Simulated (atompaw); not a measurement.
**An all-electron radial function and its pseudo partner (hafnium)**

Columns: radius, all-electron u(r) and pseudo u(r) of the 6s shell (level -10.98 eV) of hafnium in the configuration [Xe] 4f14 5d2 6s1 6p0; PBE, scalar-relativistic, PAW (atompaw) scheme, atompaw 4.2.0.5.

```csv
r (bohr),all-electron,pseudo
0.115,-0.0787,0.0357
0.231,-0.0072,0.0716
0.346,0.1847,0.1073
0.462,0.1193,0.1433
0.577,-0.0580,0.1789
0.692,-0.2120,0.2145
0.808,-0.2952,0.2503
0.923,-0.3064,0.2854
1.038,-0.2632,0.3203
1.154,-0.1837,0.3549
1.269,-0.0855,0.3884
1.385,0.0208,0.4214
1.500,0.1252,0.4528
1.615,0.2232,0.4829
1.731,0.3123,0.5114
1.846,0.3898,0.5377
1.962,0.4561,0.5619
2.077,0.5107,0.5833
2.192,0.5544,0.6019
2.308,0.5885,0.6175
2.423,0.6133,0.6296
2.538,0.6301,0.6382
2.654,0.6399,0.6432
2.769,0.6434,0.6443
2.885,0.6414,0.6415
3.000,0.6348,0.6348
```

Problem. How many radial nodes do the two functions have?

Solution. The all-electron 6s function has n − l − 1 = 5 (the table is too coarse to show those close to the nucleus); the pseudo-wave has 0, since the states of the same l below it are removed with the core.

Problem. Is the pseudo-wave norm-conserving?

Solution. No, it belongs to a PAW set: the norm inside the radius is not constrained, and the difference is carried by the augmentation charge.
